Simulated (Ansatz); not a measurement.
System: CH₃F₂Si, net charge 0, doublet state. It need not be the lowest isomer of its formula. SMILES: F[Si](C)F
Coordinates optimised at B3LYP-D3(BJ)/def2-TZVP (Ansatz, an electronic-structure program):
```
C
H 1 1.0901
H 1 1.0901 2 109.01
H 1 1.0935 2 109.06 3 -118.99
Si 1 1.8703 2 110.57 3 121.75
F 5 1.6052 1 108.45 2 62.21
F 5 1.6052 6 106.05 1 -116.30
```
Charge 0, spin multiplicity 2.

Property: atomisation energy (electronic, to ground-state atoms); the coupled-cluster value holds the core correlation from cc-pwCVTZ, in eV. Valence correlation only, unless marked. Open shells are spin-unrestricted. Spin-orbit coupling is left out. No relativistic terms. Basis-set limits of correlation are two-point, X^-3; Hartree-Fock from the larger set (for Q and 5 zeta extrapolated as (X+1)exp(-9√X)).

Level to compare with: CCSD(T)/CBS(cc-pV(Q+d)Z,cc-pV(5+d)Z) plus the core term (Ansatz), 28.37 eV. It is a level with limits of its own, and the differences hold the functionals' basis error too.

Q: Rank these functionals by how close they come to CCSD(T)/CBS(cc-pV(Q+d)Z,cc-pV(5+d)Z), closest first: LC-wPBE/def2-TZVPD (Ansatz); BLYP/def2-TZVPD (Ansatz); revPBE/def2-TZVPD (Ansatz).

A: LC-wPBE/def2-TZVPD (range-separated hybrid, 28.22 eV, difference -0.15), BLYP/def2-TZVPD (GGA, 27.86 eV, difference -0.51), revPBE/def2-TZVPD (GGA, 27.51 eV, difference -0.86)
